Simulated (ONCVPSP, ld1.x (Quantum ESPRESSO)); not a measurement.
# Potentials for Ge (Z = 32) compared

Generated with ld1.x 7.5 (TM, RRKJ, ultrasoft, PAW), atompaw 4.2 or ONCVPSP 4.0.1. The cutoff is in Ry: for ld1.x and atompaw files where the sum of valence levels is converged to 10 mRy in a Bessel basis, for ONCV files where the hardest occupied wave has 1 mHa per electron of residual kinetic energy. The error is the largest all-electron minus pseudo excitation energy over each file’s own four to seven test configurations (ionisations up to +4, promotions, holes and added fractions of an electron), all of which were solved. The labels leave out finer settings (local radius, basis sizes, second energies), which also bear on the numbers. Spin-polarised tests are not counted. The rows are a selection from randomly drawn settings: files with unsolved tests, undetermined cutoffs or missed reference levels are left out.

A true bound ghost makes a file unfit for plane-wave use even where its test errors are small: the radial tests pick states by their node count and pass the ghost by.

```tsv
potential	cutoff (Ry)	largest error (meV)	bound ghosts
ONCV, LDA (Perdew-Wang 92), scalar-relativistic, rc 1.85/1.05/0.90 (spd), local d, core correction yes, reference 3p6 3d10 4s2 4p0.5, qcut 3/14.2/20.6, projectors 2/3/0	291	-9.3	s
ONCV, LDA (Perdew-Wang 92), scalar-relativistic, rc 1.90/2.40 (sp), local smoothed, core correction yes, reference 4s2 4p2, qcut 3.2/3.5, projectors 2/2	62	+88	none
ONCV, PBE, scalar-relativistic, rc 1.75/2.20 (sp), local s, core correction yes, reference 4s1.5 4p2.5, qcut 3.5/3.8, projectors 0/3	27	-32	none
TM semilocal, PBE, scalar-relativistic, rc 1.95/1.80 (sp), local p, core correction yes, reference 4s2 4p2	21	-246	none
```

(1) Fill in the row for Ge: ONCV, PBEsol, scalar-relativistic, rc 1.15/1.00/0.90 (spd), local smoothed, core correction yes, reference 3s2 3p6 3d10 4s2 4p2, qcut 12.1/15.1/15.4, projectors 2/2/2.

Answers

(1) cutoff 213 Ry, largest error +41 meV, bound ghosts: none.
